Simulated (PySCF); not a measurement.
The vertical singlet excitations below were computed for one of the candidates. Method: TDDFT B3LYP/def2-SVPD, vertical, gas phase, core orbitals frozen in the response in PySCF. Geometries: GFN2-xTB, one conformer each.

```
state  E (eV)       f
   S1    5.76   0.019
   S2    5.82   0.240
   S3    6.35  0.0049
   S4    6.48  0.0045
   S5    6.55   0.018
   S6    6.67  0.0028
   S7    6.94  0.0066
   S8    7.10  0.0046
```

Triplets computed (Tamm–Dancoff): 3.88, 5.30, 6.02 eV.

Orbital energies (eV): HOMO-3 -8.92, HOMO-2 -8.62, HOMO-1 -8.25, HOMO -7.44, LUMO -1.30, LUMO+1 -0.07, LUMO+2 0.12.

Question: Which structure fits? All have the formula C3H11ClSi3.
A. `C=CC[Si@H]([SiH3])[SiH2]Cl`
B. `[SiH3]/C=C(\Cl)[SiH2]C[SiH3]`
C. `ClC1[SiH2]C[SiH2]C[SiH2]1`

Answer: B. Its S1 lies at 5.76 eV; the nearest of the others has S1 at 6.10 eV. S1 is HOMO-1→LUMO (90%), HOMO→LUMO (8%). Löwdin shares by element: HOMO carbon 56% or more, chlorine 28%, silicon 4% or more; LUMO carbon 60% or more, silicon 11% or more, chlorine 7% (atoms not listed hold the other 22%). At the same level the other candidates give, for their lowest levels:
- `ClC1[SiH2]C[SiH2]C[SiH2]1`: 6.10 eV (f 0.009); 6.57 eV (f 0.006); 6.80 eV (f 0.025); 6.91 eV (f 0.000); 7.08 eV (f 0.017); T1 5.51 eV; HOMO -7.58, LUMO -0.36 eV
- `C=CC[Si@H]([SiH3])[SiH2]Cl`: 5.21 eV (f 0.006); 5.51 eV (f 0.045); 5.97 eV (f 0.057); 6.17 eV (f 0.130); 6.33 eV (f 0.054); T1 4.29 eV; HOMO -7.02, LUMO -1.07 eV

The values belong to the conformer `[SiH3:1]/[CH:2]=[C:3](\[Cl:4])[SiH2:5][CH2:6][SiH3:7]`: C2–C3–Si5–C6 -118°, C3–Si5–C6–Si7 59°.
